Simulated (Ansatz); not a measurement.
C₂H₉AlOSi (`C[SiH2][Al]([CH3])[OH]`). Total charge 0; spin multiplicity 1.

| atom | x (Å) | y (Å) | z (Å) |
| --- | --- | --- | --- |
| C1 | 0.8608 | 0.2494 | -2.1704 |
| Si2 | 1.4026 | -0.3913 | -0.4818 |
| Al3 | -0.3499 | -0.2580 | 1.2446 |
| C4 | -2.0624 | 0.6392 | 1.0170 |
| O5 | -0.0738 | -0.9859 | 2.7603 |
| H6 | 0.0171 | -0.3290 | -2.5535 |
| H7 | 0.5482 | 1.2941 | -2.1071 |
| H8 | 1.6757 | 0.1817 | -2.8944 |
| H9 | 2.6046 | 0.3821 | -0.0379 |
| H10 | 1.8768 | -1.8027 | -0.6282 |
| H11 | -1.9244 | 1.6968 | 0.7687 |
| H12 | -2.6752 | 0.5800 | 1.9198 |
| H13 | -2.6313 | 0.1992 | 0.1910 |
| H14 | 0.7312 | -1.4557 | 2.9720 |

Task: Give the diagnostics of a CCSD(T)/def2-TZVPP run (frozen core, Ansatz 0.2.0). (Best estimate.)

Result: Ansatz gave: T1 = 0.0120, largest single amplitude 0.027, largest double 0.025, (T) share of the correlation energy 3.5 %, 9 CCSD cycles. The RHF solution is stable towards an unrestricted one. T1 lies under the customary mark of 0.02 for closed shells.
